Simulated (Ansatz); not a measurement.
Ansatz (a program for electronic structure) input for CH2FNO2Si, SMILES N#CO[Si@@H](O)F, PBE-D3(BJ)/def2-SVP. 

Ansatz 0.2 input:
```yaml
crystal:
  periodic: [false, false, false]
  atoms:
    - {symbol: N, position_ang: [2.64476880, 1.29048506, 0.34557157]}
    - {symbol: C, position_ang: [1.62282912, 0.77214701, 0.54067306]}
    - {symbol: O, position_ang: [0.49713756, 0.20413387, 0.79613503]}
    - {symbol: Si, position_ang: [-0.53376084, -0.62171483, -0.27673251]}
    - {symbol: O, position_ang: [-1.85148114, -1.04566096, 0.57526458]}
    - {symbol: F, position_ang: [-0.85498312, 0.44048599, -1.44291859]}
    - {symbol: H, position_ang: [0.12502486, -1.80795763, -0.82345662]}
    - {symbol: H, position_ang: [-2.37313256, -0.38646945, 1.04974291]}
basis:
  gaussian:
    orbitals: def2-SVP
hamiltonian:
  xc: pbe
  dispersion: d3bj
relax: {f_tol: 0.002, max_steps: 200}
```

Log of the run:

```
WARN ansatz: RAYON_NUM_THREADS=1 ignored (pool sized by the plan → 1); use --threads N
Functional definition: PBE
integrals: 0.04 GiB planned
1076 factors; their error is unknown
mean field: 0.24 GiB planned
mean field evaluation 1: about -17215.5641 eV, gradient 8.0e1 eV
mean field evaluation 2: about -17169.2503 eV, gradient 1.6e2 eV
mean field evaluation 4: about -17226.9043 eV, gradient 1.5e1 eV
mean field evaluation 8: about -17227.3566 eV, gradient 1.1e-1 eV
mean field evaluation 16: about -17227.2919 eV, gradient 2.3e-4 eV
mean field -17227.29186349 eV, -633.0912989056 hartree, gradient 5.1e-5 eV, S^2 0.000000; 0 other end points of the search recorded, 0 dependent functions left out
the calculation of the forces begins
reference -17227.29189216 eV, -633.0912999591 hartree; 27, 27 occupied and 71, 71 virtual orbitals, 1076 factors
relax step   1: F+E_penalty+E_count = -17227.44396762 eV  Δ(F+E_penalty+E_count) = +0.000e0 eV  max|allowed force component| = 1.442e0 eV/Å  Δτ_max = 0.0000 Å  (27 SCF iters, accepted)
these checks for a lower state are left out or cut short: starts, cluster_reference, orbital_swaps, neighbouring_geometries, increment
integrals: 0.04 GiB planned
1076 factors; their error is unknown
mean field: 0.24 GiB planned
mean field -17227.31350228 eV, -633.0920941163 hartree, gradient 2.3e-5 eV, S^2 0.000000; 0 other end points of the search recorded, 0 dependent functions left out
the calculation of the forces begins
reference -17227.31353096 eV, -633.0920951704 hartree; 27, 27 occupied and 71, 71 virtual orbitals, 1076 factors
relax step   2: F+E_penalty+E_count = -17227.46499071 eV  Δ(F+E_penalty+E_count) = -2.102e-2 eV  max|allowed force component| = 2.197e-1 eV/Å  Δτ_max = 0.0191 Å  (30 SCF iters, accepted)
these checks for a lower state are left out or cut short: starts, cluster_reference, orbital_swaps, neighbouring_geometries, increment
integrals: 0.04 GiB planned
1076 factors; their error is unknown
mean field: 0.24 GiB planned
mean field evaluation 32: about -17227.3169 eV, gradient 2.3e-5 eV
mean field -17227.31692963 eV, -633.0922200691 hartree, gradient 2.3e-5 eV, S^2 0.000000; 0 other end points of the search recorded, 0 dependent functions left out
the calculation of the forces begins
reference -17227.31695832 eV, -633.0922211236 hartree; 27, 27 occupied and 71, 71 virtual orbitals, 1076 factors
relax step   3: F+E_penalty+E_count = -17227.46811148 eV  Δ(F+E_penalty+E_count) = -3.121e-3 eV  max|allowed force component| = 9.584e-2 eV/Å  Δτ_max = 0.0069 Å  (30 SCF iters, accepted)
these checks for a lower state are left out or cut short: starts, cluster_reference, orbital_swaps, neighbouring_geometries, increment
integrals: 0.04 GiB planned
1076 factors; their error is unknown
mean field: 0.24 GiB planned
mean field -17227.31734140 eV, -633.0922352015 hartree, gradient 2.3e-5 eV, S^2 0.000000; 0 other end points of the search recorded, 0 dependent functions left out
the calculation of the forces begins
reference -17227.31737007 eV, -633.0922362548 hartree; 27, 27 occupied and 71, 71 virtual orbitals, 1076 factors
relax step   4: F+E_penalty+E_count = -17227.46862401 eV  Δ(F+E_penalty+E_count) = -5.125e-4 eV  max|allowed force component| = 9.974e-2 eV/Å  Δτ_max = 0.0093 Å  (30 SCF iters, accepted)
these checks for a lower state are left out or cut short: starts, cluster_reference, orbital_swaps, neighbouring_geometries, increment
integrals: 0.04 GiB planned
1076 factors; their error is unknown
mean field: 0.24 GiB planned
mean field -17227.31673598 eV, -633.0922129526 hartree, gradient 2.3e-5 eV, S^2 0.000000; 0 other end points of the search recorded, 0 dependent functions left out
the calculation of the forces begins
reference -17227.31676451 eV, -633.0922140011 hartree; 27, 27 occupied and 71, 71 virtual orbitals, 1076 factors
relax step   5: F+E_penalty+E_count = -17227.46840500 eV  Δ(F+E_penalty+E_count) = +2.190e-4 eV  max|allowed force component| = 1.315e-1 eV/Å  Δτ_max = 0.0386 Å  (29 SCF iters, rejected (line search))
these checks for a lower state are left out or cut short: starts, cluster_reference, orbital_swaps, neighbouring_geometries, increment
integrals: 0.04 GiB planned
1076 factors; their error is unknown
mean field: 0.24 GiB planned
mean field -17227.31793904 eV, -633.0922571641 hartree, gradient 2.2e-5 eV, S^2 0.000000; 0 other end points of the search recorded, 0 dependent functions left out
the calculation of the forces begins
reference -17227.31796765 eV, -633.0922582156 hartree; 27, 27 occupied and 71, 71 virtual orbitals, 1076 factors
relax step   6: F+E_penalty+E_count = -17227.46961649 eV  Δ(F+E_penalty+E_count) = -9.925e-4 eV  max|allowed force component| = 4.115e-2 eV/Å  Δτ_max = 0.0193 Å  (29 SCF iters, accepted)
these checks for a lower state are left out or cut short: starts, cluster_reference, orbital_swaps, neighbouring_geometries, increment
integrals: 0.04 GiB planned
1076 factors; their error is unknown
mean field: 0.24 GiB planned
mean field -17227.31795374 eV, -633.0922577044 hartree, gradient 2.0e-5 eV, S^2 0.000000; 0 other end points of the search recorded, 0 dependent functions left out
the calculation of the forces begins
reference -17227.31798235 eV, -633.0922587559 hartree; 27, 27 occupied and 71, 71 virtual orbitals, 1076 factors
relax step   7: F+E_penalty+E_count = -17227.46962806 eV  Δ(F+E_penalty+E_count) = -1.157e-5 eV  max|allowed force component| = 4.038e-2 eV/Å  Δτ_max = 0.0032 Å  (23 SCF iters, accepted)
these checks for a lower state are left out or cut short: starts, cluster_reference, orbital_swaps, neighbouring_geometries, increment
integrals: 0.04 GiB planned
1076 factors; their error is unknown
mean field: 0.24 GiB planned
mean field evaluation 64: about -17227.3180 eV, gradient 3.2e-4 eV
mean field -17227.31799026 eV, -633.0922590465 hartree, gradient 2.3e-5 eV, S^2 0.000000; 0 other end points of the search recorded, 0 dependent functions left out
the calculation of the forces begins
reference -17227.31801887 eV, -633.0922600980 hartree; 27, 27 occupied and 71, 71 virtual orbitals, 1076 factors
relax step   8: F+E_penalty+E_count = -17227.46974368 eV  Δ(F+E_penalty+E_count) = -1.156e-4 eV  max|allowed force component| = 1.297e-2 eV/Å  Δτ_max = 0.0099 Å  (30 SCF iters, accepted)
these checks for a lower state are left out or cut short: starts, cluster_reference, orbital_swaps, neighbouring_geometries, increment
integrals: 0.04 GiB planned
1076 factors; their error is unknown
mean field: 0.24 GiB planned
mean field -17227.31800909 eV, -633.0922597384 hartree, gradient 2.3e-5 eV, S^2 0.000000; 0 other end points of the search recorded, 0 dependent functions left out
the calculation of the forces begins
reference -17227.31803770 eV, -633.0922607897 hartree; 27, 27 occupied and 71, 71 virtual orbitals, 1076 factors
relax step   9: F+E_penalty+E_count = -17227.46975385 eV  Δ(F+E_penalty+E_count) = -1.017e-5 eV  max|allowed force component| = 4.588e-2 eV/Å  Δτ_max = 0.0034 Å  (30 SCF iters, accepted)
these checks for a lower state are left out or cut short: starts, cluster_reference, orbital_swaps, neighbouring_geometries, increment
integrals: 0.04 GiB planned
1076 factors; their error is unknown
mean field: 0.24 GiB planned
mean field -17227.31805721 eV, -633.0922615068 hartree, gradient 1.0e-5 eV, S^2 0.000000; 0 other end points of the search recorded, 0 dependent functions left out
the calculation of the forces begins
reference -17227.31808582 eV, -633.0922625582 hartree; 27, 27 occupied and 71, 71 virtual orbitals, 1076 factors
relax step  10: F+E_penalty+E_count = -17227.46976653 eV  Δ(F+E_penalty+E_count) = -1.269e-5 eV  max|allowed force component| = 2.804e-3 eV/Å  Δτ_max = 0.0017 Å  (23 SCF iters, accepted)
these checks for a lower state are left out or cut short: starts, cluster_reference, orbital_swaps, neighbouring_geometries, increment
integrals: 0.04 GiB planned
1076 factors; their error is unknown
mean field: 0.24 GiB planned
mean field -17227.31805806 eV, -633.0922615382 hartree, gradient 7.0e-5 eV, S^2 0.000000; 0 other end points of the search recorded, 0 dependent functions left out
the calculation of the forces begins
reference -17227.31808667 eV, -633.0922625895 hartree; 27, 27 occupied and 71, 71 virtual orbitals, 1076 factors
relax step  11: F+E_penalty+E_count = -17227.46976817 eV  Δ(F+E_penalty+E_count) = -1.636e-6 eV  max|allowed force component| = 1.977e-3 eV/Å  Δτ_max = 0.0009 Å  (20 SCF iters, accepted)
these checks for a lower state are left out or cut short: starts, cluster_reference, orbital_swaps, neighbouring_geometries, increment
integrals: 0.04 GiB planned
1076 factors; their error is unknown
mean field: 0.24 GiB planned
mean field -17227.31806175 eV, -633.0922616738 hartree, gradient 1.8e-5 eV, S^2 0.000000; 0 other end points of the search recorded, 0 dependent functions left out
the calculation of the forces begins
reference -17227.31809036 eV, -633.0922627251 hartree; 27, 27 occupied and 71, 71 virtual orbitals, 1076 factors
relax step  12: F+E_penalty+E_count = -17227.46976983 eV  Δ(F+E_penalty+E_count) = -1.659e-6 eV  max|allowed force component| = 2.163e-3 eV/Å  Δτ_max = 0.0018 Å  (23 SCF iters, accepted)
these checks for a lower state are left out or cut short: starts, cluster_reference, orbital_swaps, neighbouring_geometries, increment
integrals: 0.04 GiB planned
1076 factors; their error is unknown
mean field: 0.24 GiB planned
mean field evaluation 96: about -17227.3181 eV, gradient 2.3e-5 eV
mean field -17227.31806845 eV, -633.0922619200 hartree, gradient 2.3e-5 eV, S^2 0.000000; 0 other end points of the search recorded, 0 dependent functions left out
the calculation of the forces begins
reference -17227.31809705 eV, -633.0922629711 hartree; 27, 27 occupied and 71, 71 virtual orbitals, 1076 factors
relax step  13: F+E_penalty+E_count = -17227.46977150 eV  Δ(F+E_penalty+E_count) = -1.674e-6 eV  max|allowed force component| = 2.778e-3 eV/Å  Δτ_max = 0.0033 Å  (30 SCF iters, accepted)
these checks for a lower state are left out or cut short: starts, cluster_reference, orbital_swaps, neighbouring_geometries, increment
integrals: 0.04 GiB planned
1076 factors; their error is unknown
mean field: 0.24 GiB planned
mean field -17227.31806947 eV, -633.0922619574 hartree, gradient 1.0e-5 eV, S^2 0.000000; 0 other end points of the search recorded, 0 dependent functions left out
the calculation of the forces begins
reference -17227.31809807 eV, -633.0922630085 hartree; 27, 27 occupied and 71, 71 virtual orbitals, 1076 factors
relax step  14: F+E_penalty+E_count = -17227.46977194 eV  Δ(F+E_penalty+E_count) = -4.338e-7 eV  max|allowed force component| = 1.464e-3 eV/Å  Δτ_max = 0.0013 Å  (23 SCF iters, accepted)
integrals: 0.04 GiB planned
1076 factors; their error is unknown
mean field: 0.24 GiB planned
mean field -17227.31806947 eV, -633.0922619574 hartree, gradient 9.9e-6 eV, S^2 0.000000; 1 other end points of the search recorded, 0 dependent functions left out
the calculation of the forces begins
reference -17227.31809807 eV, -633.0922630085 hartree; 27, 27 occupied and 71, 71 virtual orbitals, 1076 factors
Total energy: -17227.46980054 eV, -633.0978379714 hartree
Atom 0 at     2.658611     1.287140     0.328682 Å, force    -0.001028    -0.000313    -0.000125 eV/Å
Atom 1 at     1.622543     0.770650     0.539166 Å, force     0.001464     0.000249     0.000072 eV/Å
Atom 2 at     0.490563     0.213332     0.822945 Å, force    -0.000317     0.000345     0.000636 eV/Å
Atom 3 at    -0.536292    -0.618908    -0.275266 Å, force    -0.000262     0.000071    -0.000859 eV/Å
Atom 4 at    -1.861489    -1.066482     0.578028 Å, force    -0.000176     0.000490     0.000252 eV/Å
Atom 5 at    -0.857902     0.455303    -1.446410 Å, force     0.000054    -0.000150     0.000230 eV/Å
Atom 6 at     0.137049    -1.813651    -0.823496 Å, force    -0.000091    -0.000169     0.000059 eV/Å
Atom 7 at    -2.376681    -0.381935     1.040630 Å, force     0.000355    -0.000523    -0.000265 eV/Å
Dipole moment:    -0.843486    -0.380835     0.125693 e Å
```

Self-consistency was reached.

Cost: about 40 core-seconds (a rough figure).
